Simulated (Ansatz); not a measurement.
Wavefunction ladder for `[CH3][SbH][NH2]`

```xyz
9

C    -0.413   -1.114   -0.794
Sb    0.843    0.622   -0.636
N     0.705    0.710    1.395
H     0.152   -1.983   -0.456
H    -0.715   -1.260   -1.832
H    -1.299   -0.993   -0.171
H    -0.454    1.691   -1.032
H    -0.208    0.986    1.733
H     1.388    1.342    1.792
```

Charge 0, multiplicity 1. Correlated methods include outer-core shells of Sb, which these sets cover unevenly. Sb: def2 effective core potential. The structure was optimised at the PBE0-D4/def2-TZVP level. It is one conformer, not always the lowest. Frozen core, restricted reference, Ansatz.

```
     basis     HF (Eh)  MP2 corr.
  def2-SVP  -334.96935   -0.44547
def2-TZVPP  -335.10081   -0.75778
def2-QZVPP  -335.10820   -1.02422
```

(1) Estimate the CCSD correlation energy and the (T) correction in each basis where they were run (hartree).

Answers

(1) 
```tsv
basis	CCSD corr.	(T)
def2-SVP	-0.48683	-0.01390
def2-TZVPP	-0.77627	-0.02701
```
